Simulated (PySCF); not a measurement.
## Spinor energies of In⁺ (indium, charge +1)

Start: [Kr] 4d10 5s2. Calculated with PySCF 2.14 in x2c-SVPall-2c: generalised Hartree-Fock with the X2C-1e Hamiltonian and a Gaussian nucleus; one run each with spin-orbit coupling (SO) switched off, then screened by Boettger's factors.

```json
{"spinor shell": "1s1/2", "electrons": "2", "ε, spin-free (eV)": "-28085.4", "ε, screened SO (eV)": "-28083.0", "weight of nominal j (screened SO)": "1.000", "rms radius, screened SO (bohr)": "0.0341"}
{"spinor shell": "2s1/2", "electrons": "2", "ε, spin-free (eV)": "-4301.8", "ε, screened SO (eV)": "-4301.2", "weight of nominal j (screened SO)": "1.000", "rms radius, screened SO (bohr)": "0.139"}
{"spinor shell": "2p1/2", "electrons": "2", "ε, spin-free (eV)": "-3856.1", "ε, screened SO (eV)": "-4002.4", "weight of nominal j (screened SO)": "1.000", "rms radius, screened SO (bohr)": "0.120"}
{"spinor shell": "2p3/2", "electrons": "4", "ε, spin-free (eV)": "-3856.1", "ε, screened SO (eV)": "-3789.0", "weight of nominal j (screened SO)": "1.000", "rms radius, screened SO (bohr)": "0.125"}
{"spinor shell": "3s1/2", "electrons": "2", "ε, spin-free (eV)": "-861.75", "ε, screened SO (eV)": "-861.58", "weight of nominal j (screened SO)": "1.000", "rms radius, screened SO (bohr)": "0.371"}
{"spinor shell": "3p1/2", "electrons": "2", "ε, spin-free (eV)": "-711.86", "ε, screened SO (eV)": "-739.12", "weight of nominal j (screened SO)": "1.000", "rms radius, screened SO (bohr)": "0.365"}
{"spinor shell": "3p3/2", "electrons": "4", "ε, spin-free (eV)": "-711.86", "ε, screened SO (eV)": "-699.27", "weight of nominal j (screened SO)": "1.000", "rms radius, screened SO (bohr)": "0.376"}
{"spinor shell": "3d3/2", "electrons": "4", "ε, spin-free (eV)": "-479.62", "ε, screened SO (eV)": "-484.26", "weight of nominal j (screened SO)": "1.000", "rms radius, screened SO (bohr)": "0.351"}
{"spinor shell": "3d5/2", "electrons": "6", "ε, spin-free (eV)": "-479.62", "ε, screened SO (eV)": "-476.36", "weight of nominal j (screened SO)": "1.000", "rms radius, screened SO (bohr)": "0.353"}
{"spinor shell": "4s1/2", "electrons": "2", "ε, spin-free (eV)": "-152.25", "ε, screened SO (eV)": "-152.22", "weight of nominal j (screened SO)": "1.000", "rms radius, screened SO (bohr)": "0.907"}
{"spinor shell": "4p1/2", "electrons": "2", "ε, spin-free (eV)": "-105.16", "ε, screened SO (eV)": "-109.89", "weight of nominal j (screened SO)": "1.000", "rms radius, screened SO (bohr)": "0.973"}
{"spinor shell": "4p3/2", "electrons": "4", "ε, spin-free (eV)": "-105.16", "ε, screened SO (eV)": "-102.97", "weight of nominal j (screened SO)": "1.000", "rms radius, screened SO (bohr)": "0.999"}
{"spinor shell": "4d3/2", "electrons": "4", "ε, spin-free (eV)": "-35.220", "ε, screened SO (eV)": "-35.739", "weight of nominal j (screened SO)": "1.000", "rms radius, screened SO (bohr)": "1.27"}
{"spinor shell": "4d5/2", "electrons": "6", "ε, spin-free (eV)": "-35.220", "ε, screened SO (eV)": "-34.863", "weight of nominal j (screened SO)": "1.000", "rms radius, screened SO (bohr)": "1.28"}
{"spinor shell": "5s1/2", "electrons": "2", "ε, spin-free (eV)": "-17.353", "ε, screened SO (eV)": "-17.355", "weight of nominal j (screened SO)": "1.000", "rms radius, screened SO (bohr)": "2.75"}
```

```csv
quantity,spin-free,screened SO
E (hartree),-5876.83454,-5878.08584
M_J,0,0
⟨J²⟩,0.000,0.000
⟨L²⟩,0.000,0.014
⟨S²⟩,0.000,0.014
```

Breit and QED terms are absent; they matter most for the inner s and p1/2 levels.

Densities and radii are taken from the X2C orbitals without a picture-change correction, which distorts them close to the nucleus.

Without spin-orbit coupling the j labels of p, d and f shells carry no meaning; the spin-free column gives the mean over the occupied spinors of each nl shell.
